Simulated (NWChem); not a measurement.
Species: H$_{3}$O cation; SMILES [OH3+]

```xyz
4

O      0.0000     0.0000     0.0788
H      0.6693     0.6693    -0.2074
H      0.2450    -0.9143    -0.2074
H     -0.9143     0.2450    -0.2074
```
Atoms are numbered in this order, from 1.

Program: NWChem. Pople sets run with spherical d functions. Structure relaxed at the B3LYP/6-31G* (spherical d) level. B3LYP is NWChem's, with the RPA form of VWN correlation. Isotropic indirect couplings, all four terms, static geometry, non-relativistic.

For level B3LYP/IGLO-III:

J(17O atom 1, 1H atom 3) (Hz): -112.8
J(1H atom 3, 1H atom 4) (Hz): -4.1

### Question
What are these values for level B3LYP/6-31G**?

### Answer
| Property | Result |
|---|---|
| J(17O atom 1, 1H atom 3) (Hz) | -117.0 |
| J(1H atom 3, 1H atom 4) (Hz) | -6.1 |
